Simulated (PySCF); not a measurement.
Calculation: PBE-D3(BJ)/def2-TZVP // PBE-D3(BJ)/def2-SVP run with PySCF. All species are isolated molecules in the gas phase. One relaxed conformer stands for a flexible species; it need not be the lowest. 

Reference species: [Cd(NH2)2] (neutral, multiplicity 1).

```yaml
mean_distance_from_the_central_atom_to_its_bonded_neighbours: 2.021 Å
LUMO: -1.50 eV
charge on the central atom (Mulliken): 0.66 e
```

Changed species: [Cd(Br)2] (2 of 2 NH2 replaced by Br; the reference has 0 of 2 NH2 replaced by Br).

Q: Give the shifts of the mean distance from the central atom to its bonded neighbours, LUMO and charge on the central atom (Mulliken).

A: the mean distance from the central atom to its bonded neighbours rises by 0.399 Å, to 2.420 Å; the LUMO falls by 1.75 eV, to -3.25 eV; the charge on the central atom (Mulliken) stays essentially unchanged.
